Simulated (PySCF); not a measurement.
## Spinor energies of Pr⁴⁶⁺ (praseodymium, charge +46)

Start: [Ne] 3s2 3p1; 3p1/2 filled at m_j = +1/2. Calculated with PySCF 2.14 in an even-tempered Gaussian basis (18 s from 11 bohr⁻², ratio 2.4; 14 p from 15 bohr⁻², ratio 2.4; 4 d from 49 bohr⁻², ratio 2.6; 4 f from 74 bohr⁻², ratio 2.6): generalised Hartree-Fock with the X2C-1e Hamiltonian and a Gaussian nucleus; one run each with spin-orbit coupling (SO) switched off, then screened by Boettger's factors.

```csv
spinor shell,electrons,"ε, spin-free (eV)","ε, screened SO (eV)",weight of nominal j (screened SO),"rms radius, screened SO (bohr)"
1s1/2,2,-45339.5,-45330.7,1.000,0.0275
2s1/2,2,-9864.3,-9860.6,1.000,0.109
2p1/2,2,-9154.9,-9505.1,1.000,0.0938
2p3/2,4,-9154.9,-8998.3,1.000,0.0994
3s1/2,2,-3942.4,-3941.0,1.000,0.262
3p1/2,1,-3748.2,-3836.8,1.000,0.249
```

```csv
quantity,spin-free,screened SO
E (hartree),-7173.43390,-7180.18919
M_J,1/2,1/2
⟨J²⟩,1.096,0.751
⟨L²⟩,2.002,2.012
⟨S²⟩,0.751,0.761
```

Each row is a mean over spinors that exchange with the open shell spreads, by up to 15.164 eV (2p1/2).

Breit and QED terms are absent; they matter most for the inner s and p1/2 levels.

Densities and radii are taken from the X2C orbitals without a picture-change correction, which distorts them close to the nucleus.

Without spin-orbit coupling the j labels of p, d and f shells carry no meaning; the spin-free column gives the mean over the occupied spinors of each nl shell, and its ⟨J²⟩ belongs to a mixture of degenerate components.
